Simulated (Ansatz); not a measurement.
Reaction (redistribution): `O[SiH](S)I` + `N[SiH2][SiH](F)S` → `N[SiH2][SiH](O)S` + `F[SiH](S)I`

Program: Ansatz. Geometries: PBE0-D4/def2-TZVP. ΔE: electronic, gas phase. CCSD(T)/CBS is the MP2 limit (def2-TZVPP, def2-QZVPP) plus CCSD(T) − MP2 in def2-TZVPP, frozen cores. Functionals use def2-TZVPP. B3LYP here is the variant with VWN-RPA as its local correlation; programs differ in this. Elements past krypton have def2 core potentials. For I outer-core shells are correlated without core-valence functions, which leaves a few kJ/mol of doubt a bond. Each species was taken in one conformer, which may not be the lowest.

```
             level  ΔE (kJ/mol)
           PBE0-D4          9.1
          B3LYP-D4          8.2
           ωB97M-V          8.0
            B2PLYP          7.7
              PBE0          8.9
    MP2/def2-TZVPP          7.9
   CCSD/def2-TZVPP          6.5
SCS-MP2/def2-QZVPP          7.1
```

Task: What does CCSD(T)/CBS give? (Estimate.)

Result: The calculation gave: +7.9 kJ/mol. The listed levels differ from it by 1.2, 0.3, 0.1, -0.2, 1.0, 0.0, -1.4, -0.8 kJ/mol.

Largest T1 diagnostic among the species: 0.012.

CCSD(T)/CBS has its own doubt, a few kJ/mol and more with outer-core shells, so smaller differences from it don't rank the levels.
